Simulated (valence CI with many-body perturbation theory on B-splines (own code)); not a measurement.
**Questions on Tb XXXV**

Computed by valence CI with perturbative core correlation (CI+MBPT): three valence electrons over a frozen Dirac-Fock core [Ar] 3d10, a basis of 11 s, 11 p, 9 d, 7 f, 5 g, 2 h, 1 i functions for each j, with the one-electron correlation potential Σ1 (screened to all orders), the two-electron term Σ2, the three-electron term Σ3, Breit, model QED; selected single and double excitations, second order for the rest (own B-spline code, finite nucleus).

The last digits are not significant, and no measured levels were compared; by estimate large intervals hold to a few tenths of a per cent, small ones and those within an open d or f shell to about a per cent.

Levels are named by their leading jj configuration (3d3/2^4 stands for four electrons in 3d with j = 3/2), which in mixed levels can hold well under half, so a name can repeat and another be missing.

Rates and lifetimes use the calculated energies. Strong lines usually hold to 10 to 20 %, long lifetimes can be off by a factor of two.

(1) What is the ground level?

(2) What is the ionisation energy?

(3) Among levels below 411.08 eV, which E1 lines absorb most strongly from the ground level?

(4) Where does the other parity begin?

(5) What are the static dipole polarisabilities of the lowest levels?

Results:

(1) (4s^2 4p1/2) J=1/2, composition 99 % 4s²4p ²P°, g = 0.661.

(2) 1444.4 eV; NIST lists 1443 ± 5 eV (theoretical).

(3) to (4s^2 4d3/2) J=3/2 at 7.066 nm, f = 0.700; to (4s 4p1/2 4p3/2) J=1/2 at 9.336 nm, f = 0.384; to (4s 4p1/2 4p3/2) J=3/2 at 9.550 nm, f = 0.363.

(4) At (4s 4p1/2^2) J=1/2, 74.57 eV.

(5) (4s^2 4p1/2) J=1/2 0.0659 bohr³, of which the core gives 0.00414.
